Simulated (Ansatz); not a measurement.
Mulliken charges of H₄NO₂Sc (`[NH2][Sc]([OH])[OH]`) from PBE/def2-TZVPP in Ansatz (PBE0-D4/def2-TZVP geometry).

```json
{"atom": "N1", "x (Å)": "-0.738", "y (Å)": "1.411", "z (Å)": "-0.440", "charge (e)": "-0.483"}
{"atom": "Sc2", "x (Å)": "0.149", "y (Å)": "-0.286", "z (Å)": "0.089", "charge (e)": "0.854"}
{"atom": "O3", "x (Å)": "1.998", "y (Å)": "-0.385", "z (Å)": "-0.207", "charge (e)": "-0.498"}
{"atom": "O4", "x (Å)": "-0.956", "y (Å)": "-1.607", "z (Å)": "0.828", "charge (e)": "-0.499"}
{"atom": "H5", "x (Å)": "-0.288", "y (Å)": "2.219", "z (Å)": "-0.851", "charge (e)": "0.138"}
{"atom": "H6", "x (Å)": "-1.723", "y (Å)": "1.625", "z (Å)": "-0.348", "charge (e)": "0.138"}
{"atom": "H7", "x (Å)": "2.921", "y (Å)": "-0.602", "z (Å)": "-0.286", "charge (e)": "0.175"}
{"atom": "H8", "x (Å)": "-1.364", "y (Å)": "-2.375", "z (Å)": "1.215", "charge (e)": "0.175"}
```

**Question.** By hand: the dipole of these point charges (1 e Å = 4.8032 D).

**Answer.** Σ q r = (-0.039, 0.077, -0.024) e Å, of length 0.090 e Å = 0.43 D.

**Question.** How does the dipole of the full density compare? (Best estimate.)

**Answer.** Ansatz gave: (0.064, -0.122, 0.038) e Å, 0.69 D; the point charges give 0.62 times that, at 179° from its direction, so they point the opposite way.

Point charges leave out the atoms' own dipoles, such as those of lone pairs, and Mulliken's split depends on the basis, so the two needn't agree.
